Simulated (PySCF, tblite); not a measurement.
Isomers of C7H9FN (doublet state), one GFN2-xTB conformer each. Single-point energies are computed at B3LYP/pcH-1 (PySCF, gas phase, no added dispersion term), electronic only. GFN2-xTB treats the open shell by occupation alone, and not every SCF solution was tested for stability.

```
                   SMILES  GFN2-xTB relative energy (kcal/mol)
 [H]/N=C(\C=C\[CH]F)C1CC1                                 37.9
CC1=C(F)[CH][C@@H](N)C=C1                                 10.2
  [H]/N=C(\C=[C]/CF)C1CC1                                 64.1
   C[C@@H]1C=CC(N)=C[C]1F                                  0.0
    [CH2]/C(CF)=C(/C)CC#N                                 34.0
```

Conformers: `[H]/[N:1]=[C:2](\[CH:3]=[CH:4]\[CH:5][F:6])[CH:7]1[CH2:8][CH2:9]1` (doublet state) with N1–C2–C3–C4 0°, C3–C4–C5–F6 0°, N1–C2–C7–C8 -34°; `[CH3:1][C:2]1=[C:3]([F:4])[CH:5][C@@H:6]([NH2:7])[CH:8]=[CH:9]1` (doublet state) with C5–C6–N7–H 63° and -179°; `[H]/[N:1]=[C:2](\[CH:3]=[C:4]/[CH2:5][F:6])[CH:7]1[CH2:8][CH2:9]1` (doublet state) with N1–C2–C3–C4 10°, C3–C4–C5–F6 -4°, N1–C2–C7–C8 36°; `[CH2:1]/[C:2]([CH2:3][F:4])=[C:5](/[CH3:6])[CH2:7][C:8]#[N:9]` (doublet state) with H–C1–C2–C3 -177° and 1°, C1–C2–C3–F4 -118°, C2–C5–C7–C8 -77°.

Question: What does B3LYP/pcH-1 give for the same structures?

Answer: 
| SMILES | B3LYP/pcH-1 E (Eh) | B3LYP/pcH-1 (kcal/mol) | GFN2-xTB (kcal/mol) | point group |
| --- | --- | --- | --- | --- |
| C[C@@H]1C=CC(N)=C[C]1F | -426.73667 | 0.0 | 0.0 | C1 |
| CC1=C(F)[CH][C@@H](N)C=C1 | -426.72773 | 5.6 | 10.2 | C1 |
| [CH2]/C(CF)=C(/C)CC#N | -426.70659 | 18.9 | 34.0 | C1 |
| [H]/N=C(\C=C\[CH]F)C1CC1 | -426.68774 | 30.7 | 37.9 | Cs |
| [H]/N=C(\C=[C]/CF)C1CC1 | -426.63607 | 63.1 | 64.1 | C1 |

Both levels put the same isomer lowest; measured from each level's own lowest isomer, the values differ by up to 15.1 kcal/mol ([CH2]/C(CF)=C(/C)CC#N: 34.0 against 18.9). As drawn, the highest has a three-membered ring, which the lowest lacks.

Question: What happens when harmonic zero-point energies from GFN2-xTB frequencies are added?

Answer: 
| SMILES | ZPE (kcal/mol) | electronic (kcal/mol) | with ZPE (kcal/mol) |
| --- | --- | --- | --- |
| C[C@@H]1C=CC(N)=C[C]1F | 89.4 | 0.0 | 0.0 |
| CC1=C(F)[CH][C@@H](N)C=C1 | 89.0 | 5.6 | 5.2 |
| [CH2]/C(CF)=C(/C)CC#N | 87.5 | 18.9 | 17.0 |
| [H]/N=C(\C=C\[CH]F)C1CC1 | 88.4 | 30.7 | 29.6 |
| [H]/N=C(\C=[C]/CF)C1CC1 | 88.0 | 63.1 | 61.7 |

The zero-point energies span 1.9 kcal/mol. The order is unchanged.

Question: As an exercise, what shares would exp(−E/RT) give at 1000 K from these electronic energies alone (no entropy, no degeneracies)?

Answer: RT = 1.987 kcal/mol: C[C@@H]1C=CC(N)=C[C]1F 94.4 %, CC1=C(F)[CH][C@@H](N)C=C1 5.6 %, [CH2]/C(CF)=C(/C)CC#N under 0.1 %, [H]/N=C(\C=C\[CH]F)C1CC1 under 0.1 %, [H]/N=C(\C=[C]/CF)C1CC1 under 0.1 %.
